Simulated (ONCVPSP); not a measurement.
# Configuration tests for La (Z = 57) (ONCV)

* Element: La (Z = 57)
* Generator: ONCVPSP 4.0.1
* Type: optimised norm-conserving Vanderbilt (ONCV)
* Functional: PBEsol
* Relativity: fully relativistic
* Frozen core: [Kr] 4d10
* Valence charge: 11
* Reference configuration: 5s2 5p6 5d1 6s2
* Partial waves: 5s+6s: rc 2.80 bohr, ncon 5, nbas 8, qcut 5.4 1/bohr, 2 projectors; 5p: rc 2.45 bohr, ncon 3, nbas 7, qcut 6.4 1/bohr, 1 projector; 5d: rc 4.00 bohr, ncon 3, nbas 8, qcut 4.7 1/bohr, 2 projectors, debl 2.6 Ha; f scattering state at 0.11 Ha: rc 2.45 bohr, ncon 3, nbas 8, qcut 4.4 1/bohr, local
* Local potential: the f channel
* Core correction: Teter function, fcfact 4.25, rcfact 1.55

Open shells are filled in proportion to 2j + 1.

In the f channel the program set the typed energies aside and used -0.157 Ha (j = l + 1/2; the other j can differ).

Energies are relative to the spin-unpolarised reference configuration 5s2 5p6 5d1 6s2; without spin polarisation the order of configurations can differ from experiment. The f channel is local and has no spin–orbit splitting in the pseudo-atom.

| valence configuration | charge | ΔE all-electron (eV) | error AE − PS (meV) |
| --- | --- | --- | --- |
| 5s2 5p6 5d1 6s1 | +1 | 5.999 | -0.2 |
| 5s2 5p6 5d1 6s0 | +2 | 16.846 | -5.4 |
| 5s2 5p6 5d1.5 6s1.5 | 0 | 0.356 | -1.8 |

**Question.** What are ΔE and the potential's error for 5s2 5p6 5d0 6s0?

**Answer.** ΔE = 35.742 eV all-electron; the error (AE − PS) is -61 meV.

Levels in the configuration 5s2 5p6 5d1.5 6s1.5:

```csv
level,all-electron (eV),pseudo (eV)
5s j=1/2,-38.071,-38.064
5p j=3/2,-20.861,-20.822
5p j=1/2,-23.367,-23.333
5d j=5/2,-2.535,-2.531
5d j=3/2,-2.711,-2.707
6s j=1/2,-3.421,-3.424
```

Note: ghosts flagged at negative energy: s at -129.4 eV, p3/2 at -6.9 eV, p1/2 at -6.7 eV; GHOST(+) flagged for d3/2 at 77.4 eV, d5/2 at 77.5 eV. A true bound ghost makes a file unfit for plane-wave use.
